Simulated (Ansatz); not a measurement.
Consider the substitution at a C–N bond: `C[N](C)[InH][OH]` + `FB(F)S` → `CSB(F)F` + `C[NH][InH][OH]`.

Calculated with Ansatz (gas phase, PBE0-D4/def2-TZVP geometries, no zero-point term in ΔE). CBS: MP2 limit from def2 TZ/QZ plus the TZ coupled-cluster correction, frozen cores. This one scheme is used for every species. DFT in def2-TZVPP. B3LYP here is the variant with VWN-RPA as its local correlation; programs differ in this. def2 core potentials past Kr. For In outer-core shells are correlated without core-valence functions, which leaves a few kJ/mol of doubt a bond. Each species was taken in one conformer, which may not be the lowest.

**Question.** Is it downhill or uphill in electronic energy at CCSD(T)/CBS, and by how much? (An estimate is asked.)

**Answer.** Computed: Downhill: ΔE = -15.9 kJ/mol.

**Question.** What do these levels give: PBE-D4, ωB97X-V, B3LYP, HF/def2-TZVPP, MP2/def2-TZVPP, SCS-MP2/def2-QZVPP? (An estimate is asked.)

**Answer.** Computed: PBE-D4 -17.0, ωB97X-V -17.6, B3LYP -19.2, HF/def2-TZVPP -21.4, MP2/def2-TZVPP -12.9, SCS-MP2/def2-QZVPP -15.8 kJ/mol.

Largest T1 diagnostic among the species: 0.016.

In def2-TZVPP, CCSD(T) changes the Hartree–Fock value by +8.9 kJ/mol (the triples alone add +0.8 kJ/mol) and MP2 by +8.5 kJ/mol.
